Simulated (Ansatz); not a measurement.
Geometry optimisation, Ansatz 0.2.0, DFT r2SCAN-D3(BJ), scalar-relativistic, plane waves, PAW.

input.yaml

```yaml
accuracy: low
crystal:
  lattice:
    - [6.468088, 0.0, 0.0]
    - [0.0, 6.468088, 0.0]
    - [0.0, 0.0, 6.468088]
  atoms:
    - { symbol: O, position: [0.8242907, 0.3201257, 0.9007156] }
    - { symbol: H, position: [0.9443664, 0.2625075, 0.969167] }
    - { symbol: H, position: [0.8364542, 0.4675176, 0.9241948] }
    - { symbol: O, position: [-0.0134456, 1.0193389, 0.4026288] }
    - { symbol: H, position: [-0.0257926, 0.8920685, 0.3246967] }
    - { symbol: H, position: [0.1286158, 1.0191856, 0.4499801] }
    - { symbol: O, position: [0.2647186, 0.4170987, 0.2202944] }
    - { symbol: H, position: [0.3178796, 0.2951133, 0.2889754] }
    - { symbol: H, position: [0.3048674, 0.3985186, 0.0772333] }
    - { symbol: O, position: [0.9618642, 0.9069273, 0.8162976] }
    - { symbol: H, position: [1.037515, 1.0276611, 0.7702116] }
    - { symbol: H, position: [0.8182722, 0.9483262, 0.8067525] }
    - { symbol: O, position: [0.5332099, 0.5956577, 0.5731499] }
    - { symbol: H, position: [0.4562377, 0.6788704, 0.4753004] }
    - { symbol: H, position: [0.5470108, 0.4630534, 0.5049643] }
    - { symbol: O, position: [0.5379606, 0.0414038, 0.7087835] }
    - { symbol: H, position: [0.502045, 0.1798979, 0.66459] }
    - { symbol: H, position: [0.4057514, -0.0273544, 0.7235025] }
    - { symbol: Ca, position: [0.589568, 0.9514688, 0.1967276] }
    - { symbol: Cl, position: [0.9147044, 0.4730556, 0.4408731] }
    - { symbol: Cl, position: [0.189193, 0.6986178, 0.0073629] }
basis:
  ecutwfc: 500.0
kpoints:
  mp_grid: { grid: [1, 1, 1] }
hamiltonian:
  xc: r2scan
  dispersion: d3bj
scf:
  occupations: { method: fermi_dirac, width: 0.02 }
  lower_state_search: "off"
relax:
  f_tol: 0.3
  max_steps: 15
  adjacent_minimum: "off"
```

Command:

```bash
$ ansatz run input.yaml --threads 1 --pin off --max-ram 3072MiB --backend cpu --events-out ev --progress --plain --runs-dir out
```

Task: Where does it end, and by what steps?

Result: The run ended unconverged. Limits of this set-up: coarse k mesh, low accuracy level. After 14 steps the energy has fallen by 10.242 eV; H14 moved furthest, 1.42 Å. Joined: O1–Ca19, O7–Ca19, O10–Ca19, Ca19–Cl20.

```tsv
step	energy less start (eV)	largest force component (eV/Å)	accepted
0	0.0000	2.417	yes
1	-1.6464	2.405	yes
2	-2.9224	2.186	yes
3	-4.0032	1.753	yes
4	-5.0868	1.680	yes
5	-6.3178	1.378	yes
6	-7.3283	1.317	yes
7	-8.0243	1.243	yes
8	-8.5638	0.728	yes
9	-8.9801	0.772	yes
10	-9.3830	1.295	yes
11	-9.6706	1.509	yes
12	-9.9411	1.341	yes
13	-10.1061	0.939	yes
14	-10.2422	0.302	yes
```

```xyz
21
Lattice="6.4681 0.0000 0.0000 0.0000 6.4681 0.0000 0.0000 0.0000 6.4681" Properties=species:S:1:pos:R:3
O 5.082 1.954 6.295
H 5.903 2.206 6.742
H 4.619 2.801 6.264
O 0.071 7.046 2.142
H 0.439 6.153 2.260
H 0.296 7.561 2.924
O 2.591 1.924 1.499
H 1.833 1.376 1.213
H 2.567 2.707 0.925
O 5.457 5.556 5.691
H 6.427 5.529 5.713
H 5.206 5.956 4.844
O 2.928 3.426 4.053
H 2.371 3.122 3.320
H 3.771 3.620 3.587
O 3.674 0.147 3.641
H 3.456 1.007 4.027
H 3.170 -0.509 4.160
Ca 4.344 6.493 1.203
Cl 5.340 4.123 2.162
Cl 2.092 5.605 0.079
```

Time of the run: 3 min on 1 thread of Arm Neoverse V1, on a shared host, peak memory 0.57 GiB.
